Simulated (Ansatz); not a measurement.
Consider the redistribution: `OB(F)[SiH2]S` + `CO[SiH2]F` → `COB(O)F` + `F[SiH2][SiH2]S`.

Computed with Ansatz on PBE0-D4/def2-TZVP structures; ΔE is electronic, products minus reactants. CBS: MP2 limit from def2 TZ/QZ plus the TZ coupled-cluster correction, frozen cores. DFT in def2-TZVPP. B3LYP here is the variant with VWN-RPA as its local correlation; programs differ in this. One conformer a species, not always the lowest.

`OB(F)[SiH2]S`:

Z-matrix (Å, degrees):
```
Si
S 1 2.143
B 1 2.031 2 109.7
H 1 1.485 2 106.9 3 121.3
H 1 1.490 2 112.0 3 -121.4
H 2 1.344 1 93.5 3 28.9
F 3 1.336 1 121.0 2 163.1
O 3 1.348 1 120.0 2 -18.2
H 8 0.965 3 113.7 1 -178.8
```

`CO[SiH2]F`:

Cartesian coordinates in Å:
```
C -0.423 0.588 -1.169
O 0.161 0.743 0.107
Si 0.472 -0.464 1.145
F -0.879 -1.070 1.746
H -1.512 0.528 -1.090
H -0.162 1.458 -1.773
H -0.056 -0.312 -1.675
H 1.250 0.117 2.255
H 1.149 -1.588 0.453
```

`COB(O)F`:

Z-matrix (Å, degrees):
```
C
O 1 1.414
H 1 1.092 2 108.7
H 1 1.092 2 108.8 3 -118.3
H 1 1.091 2 111.8 3 120.8
B 2 1.344 1 122.2 3 -121.5
F 6 1.336 2 117.4 1 -180.0
O 6 1.361 2 122.7 1 0.0
H 8 0.959 6 112.6 2 180.0
```

`F[SiH2][SiH2]S`:

Cartesian coordinates in Å:
```
F 1.362 -0.815 1.467
Si -0.185 -0.872 1.025
Si -0.359 0.276 -1.010
S 0.586 2.185 -0.786
H -0.574 -2.304 0.931
H -0.986 -0.208 2.084
H -1.781 0.572 -1.327
H 0.225 -0.512 -2.130
H 1.712 1.678 -0.255
```

| level | ΔE (kJ/mol) |
| --- | --- |
| PBE-D4 | -34.0 |
| ωB97M-V | -24.8 |
| PBE0 | -35.0 |
| B3LYP | -27.7 |
| CCSD(T)/def2-TZVPP | -25.3 |
| HF/def2-QZVPP | -27.4 |
| MP2/CBS(def2) | -21.3 |
| CCSD/CBS(def2) | -25.8 |

**Question.** What does CCSD(T)/CBS give? (Best estimate.)

**Answer.** The calculation gave: -25.1 kJ/mol. The listed levels differ from it by -8.9, 0.3, -9.9, -2.6, -0.2, -2.3, 3.8, -0.7 kJ/mol.

Largest T1 diagnostic among the species: 0.013.

In def2-TZVPP, CCSD(T) changes the Hartree–Fock value by +3.2 kJ/mol (the triples alone add +0.7 kJ/mol) and MP2 by +6.9 kJ/mol.
